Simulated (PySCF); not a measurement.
Estimate the missing entries of this data sheet.

Species: C6H10FO (doublet state).
SMILES: `C[CH][C@@H]1CO[C@H]1CF`

Conformer (atom-mapped SMILES and torsion angles): `[CH3:1][CH:2][C@@H:3]1[CH2:4][O:5][C@H:6]1[CH2:7][F:8]`: C1–C2–C3–C4 -143°, O5–C6–C7–F8 180°.

| property | level | value |
| --- | --- | --- |
| point group of the GFN2-xTB geometry | GFN2-xTB | ? |
| rotational constants A, B, C of the GFN2-xTB geometry | GFN2-xTB | ? |
| isotropic g value | unrestricted B3LYP/pcH-1, mean-field spin–orbit | ? |
| spin squared ⟨S²⟩ | unrestricted B3LYP/pcH-1 | 0.754 |
| largest isotropic hyperfine couplings (means over sets of like nuclei) | unrestricted B3LYP/pcH-1 | ? |

The electronic properties come from PySCF, for the isolated species, density fitting. GFN2-xTB frequencies show an imaginary mode (31i cm⁻¹), so this geometry is no minimum at that level. Hyperfine couplings depend on the geometry, which wasn't re-optimised at a DFT level. Couplings of like nuclei are plain means over topologically equivalent atoms, as if these changed places fast (by rotation of a methyl-like group, say); in this geometry the members of some sets differ.

(1) Give the point group of the GFN2-xTB geometry.

(2) The isotropic g value?

(3) Give the rotational constants A, B, C of the GFN2-xTB geometry.

(4) The largest isotropic hyperfine couplings (means over sets of like nuclei)?

Results:

(1) C1.

(2) 2.00255.

(3) 2.333, 1.653, 1.046 GHz.

(4) 13C +101.6, 13C +86.4, 1H +78.7 (×3), 13C +76.0, 1H -60.0 MHz.

The rotational constants make it an asymmetric top with κ = (2B − A − C)/(A − C) = -0.06, midway between the prolate (−1) and oblate (+1) limits. g_iso is shifted by about +230 ppm from the free-electron value 2.002319. With B = h/(8π²I), that is 505.379 GHz u Å² over I, the principal moments of inertia are 216.6, 305.6 and 483.3 u Å² (most abundant isotopes). ⟨S²⟩ is 0.004 above the pure-spin value S(S + 1) = 0.75.

One conformer stands for the species.
